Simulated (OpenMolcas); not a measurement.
## Pt+: the spin-orbit constant, worked from levels

```
Program             : OpenMolcas
Basis               : ANO-RCC-VDZ [7s6p4d1f]
Scalar Hamiltonian  : DKH2, point nucleus
Active space        : 9 electrons in 6 orbitals (5d 6s)
State averaging     : 2S+1 = 4 even, 10 roots; 2S+1 = 2 even, 17 roots (12 in the spin-orbit step)
Spin-orbit coupling : state interaction with AMFI integrals over the reference wave functions, term energies averaged over their components
```

Methods: CASSCF; SS-CASPT2, IPEA 0.25 Eh, imaginary shift 0.1 Eh (closed shells correlated: 5s 5p).

**The spin-orbit constant.** For the Hund term 2D of d9, E(J) = (A/2) J(J+1) + constant and ζ = -2S·A = -A. From J = 3/2 to J = 5/2 the energy changes by 2.5 A.

```json
{"Source": "CASSCF", "E(5/2) - E(3/2)": "-9789.6", "A": "-3915.8", "ζ": "3916"}
{"Source": "SS-CASPT2", "E(5/2) - E(3/2)": "-9944.1", "A": "-3977.6", "ζ": "3978"}
```

All in cm-1. Both methods take the spin-orbit matrix elements from the reference wave functions, so the second can move ζ only through the term energies and any multistate remixing.

CASPT2 does not keep the components of a term degenerate, so their means are used; among the terms shown or strongly mixed into the levels shown the widest spread is 19 cm-1 (5d9 2D, SS-CASPT2). Some high roots are left out of the spin-orbit mixing, which shifts the levels that they would mix with. Without dynamic correlation excited terms often stand tens of per cent too high (terms of higher spin than the ground term too low), and those without a measured partner can miss by more than the paired ones (holds for CASSCF). Levels of configurations outside the active space are missing.
